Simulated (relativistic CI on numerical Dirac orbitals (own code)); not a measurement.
**From line strength to rate: Al⁺ 1724.98 Å (vacuum)**

Problem. For 3s3p ³P°2 – 3s3d ³D3 of Al⁺ a semi-empirical relativistic CI calculation gives the line strength S = 21.36 e²a₀² in the length gauge. The measured levels are 37577.79 and 95549.42 cm⁻¹ (NIST Handbook). Find gf, f, A and the partial lifetime.

Working.
1. σ = 95549.42 − 37577.79 = 57971.63 cm⁻¹, so the vacuum wavelength is 10⁸/σ = 1724.98 Å.
2. gf = 303.756 S/λ(Å) = 3.761, log gf = 0.575; with g = 5 for the lower level, f = 0.752.
3. A = 2.02613 × 10¹⁸ S/(g_u λ³) with g_u = 7: A = 1.20 × 10^9 s⁻¹.
4. The partial lifetime for this S is 1/A = 0.83 ns; in the calculation this line carries 100 % of the decay of the upper level.

Check. The Handbook lists A = 1.21 × 10^9 s⁻¹, a tabulated value with its own uncertainty (a few per cent for the best lines, 25 % or more for others); ours lies 0 % below it. The velocity form of the same calculation gives S = 19.2, and the gap between the two forms is a rough gauge of the error in S. With the computed energy (59362 cm⁻¹) in place of the measured one the rate would change by the factor (σ_calc/σ)³ = 1.07.
